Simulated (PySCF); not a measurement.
C2H5O, SMILES [CH2]CO, multiplicity 2. Atoms are numbered in the order given.

```xyz
8

C      1.2342     0.2327     0.0434
C     -0.0381    -0.5073     0.1640
O     -1.1609     0.2423    -0.2575
H      1.3778     0.9127    -0.7878
H      2.0811    -0.0076     0.6735
H     -0.0337    -1.3992    -0.4796
H     -0.1680    -0.8751     1.1928
H     -1.1464     1.0780     0.2170
```
Charge 0, spin multiplicity 2.

Geometry optimised at PBE0-D3(BJ)/def2-TZVP. The isomer is the one that the SMILES or the coordinates give; other isomers of the formula were not compared. The values are those of a single conformer.

These are B3LYP/pcH-1 (PySCF) values and carry that method's errors.

Unrestricted Kohn–Sham, ⟨S²⟩ = 0.754. Hyperfine tensors hold the contact and dipolar terms, without spin-orbit corrections.

Computed hyperfine couplings:
```tsv
nucleus	A(iso) (MHz)	A(iso) (G)	dipolar principal values (MHz)
13C no. 1	96.9	34.6	-80.1, -79.3, 159.4
13C no. 2	-35.8	-12.8	-2.5, -0.8, 3.3
17O no. 3	-15.9	-5.7	-8.7, 3.5, 5.2
1H no. 4	-57.5	-20.5	-37.7, -0.8, 38.6
1H no. 5	-62.9	-22.4	-37.9, -1.0, 38.9
1H no. 6	144.7	51.6	-6.7, -1.5, 8.2
1H no. 7	52.5	18.7	-5.7, -4.5, 10.2
1H no. 8	-1.1	-0.4	-6.4, -2.2, 8.5
```

Q: And the g tensor (effective nuclear charges for spin-orbit coupling, GIAO)? (The exact figures need the calculation; the answer reports its results.)

A: principal values 2.0022, 2.0027, 2.0029; isotropic 2.0026.
